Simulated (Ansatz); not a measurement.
Ansatz (a quantum-chemistry and plane-wave program) input:

Ansatz 0.2 input:
```yaml
crystal:
  periodic: [false, false, false]
  atoms:
    - {symbol: Sn, position_ang: [-0.00000000, -0.00000000, -1.30503926]}
    - {symbol: Sn, position_ang: [0.00000000, 0.00000000, 1.24518022]}
    - {symbol: H, position_ang: [0.00000000, 0.00000000, 2.99295211]}
basis:
  gaussian:
    orbitals: def2-TZVPD
hamiltonian:
  xc: {name: PBE0}
total_charge: -1
output: {forces: true}
```

Predict the final energy.

-429.25292 Eh (PBE0/def2-TZVPD). The basis has 121 functions.

It need not be the lowest isomer of its formula. Whether it binds its extra electron was not tested at this geometry.
